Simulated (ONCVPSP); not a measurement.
Before and after: ONCV potential for Hf

```
Element                 : Hf (Z = 72)
Generator               : ONCVPSP 4.0.1
Type                    : optimised norm-conserving Vanderbilt (ONCV)
Functional              : PBE
Relativity              : scalar-relativistic
Frozen core             : [Kr] 4d10
Valence charge          : 26
Reference configuration : 4f14 5s2 5p6 5d3 6s1
Partial waves           : 5s+6s: rc 1.75 bohr, ncon 3, nbas 6, qcut 5.3 1/bohr, 2 projectors; 5p: rc 1.55 bohr, ncon 5, nbas 9, qcut 9.2 1/bohr, 2 projectors, debl 3.2 Ha; 5d: rc 1.95 bohr, ncon 4, nbas 9, qcut 4.1 1/bohr, 2 projectors, debl 0.6 Ha; 4f: rc 0.60 bohr, ncon 3, nbas 8, qcut 17.4 1/bohr, 2 projectors, debl 4 Ha
Local potential         : polynomial inside 0.40 bohr (lpopt 5, dvloc0 0 Ha)
Core correction         : Teter function, fcfact 5.25, rcfact 1.35
```

All-electron outer shells of the reference configuration (PBE, scalar-relativistic, ld1.x):

| shell | level (eV) | outermost node (bohr) | outermost maximum (bohr) |
| --- | --- | --- | --- |
| 4d | -205.31 | 0.23 | 0.47 |
| 5s | -65.63 | 0.55 | 1.01 |
| 5p | -34.30 | 0.60 | 1.16 |
| 4f | -15.47 | – | 0.45 |
| 6s | -4.74 | 1.37 | 2.96 |
| 5d | -1.99 | 0.67 | 1.73 |

Change: p: rc 1.06.

Cutoffs: the cutoffs (Ha) at which the residual kinetic energy of the hardest occupied pseudo-wave falls to 1 and 0.1 mHa per electron; they do not see the model core or the augmentation charge, which bear on the density cutoff. Errors are all-electron minus pseudo energies relative to the spin-unpolarised reference configuration.

Question: What does the change do?

Answer: Both files keep a bound ghost (d, p, s); the errors of the 4 common tests hardly move.

| quantity | base | changed |
| --- | --- | --- |
| bound ghosts | s, p, d | s, p, d |
| GHOST(+) flags under 300 eV | d at 232.3 eV | d at 232.3 eV |
| largest miss of a reference level, eV | 0.07 | 0.07 |
| error for 4f14 5s2 5p6 5d2 6s2, meV [ΔE -2.59 eV] | +0.3 | +0.2 |
| error for 4f14 5s2 5p6 5d2 6s1, meV [ΔE 5.38 eV] | +0.1 | +0.1 |
| error for 4f14 5s2 5p6 5d2 6s0, meV [ΔE 19.56 eV] | -3.3 | -3.3 |
| error for 4f14 5s2 5p6 5d2.5 6s1.5, meV [ΔE -1.34 eV] | +1.1 | +1.0 |
| s: phases at 1.78 bohr within 0.05 rad from the reference energy up to (Ha; the scan ends near 5) | to the end of the scan | to the end of the scan |
| d: phases at 1.98 bohr within 0.05 rad from the reference energy up to (Ha; the scan ends near 5) | to the end of the scan | to the end of the scan |
| f: phases at 0.61 bohr within 0.05 rad from the reference energy up to (Ha; the scan ends near 5) | to the end of the scan | to the end of the scan |
| rms error of d²Exc/dni dnj with the model core, mHa | 2.34 | 2.35 |

 A true bound ghost makes a file unfit for plane-wave use even where its test errors are small: the radial tests pick states by their node count and pass the ghost by.
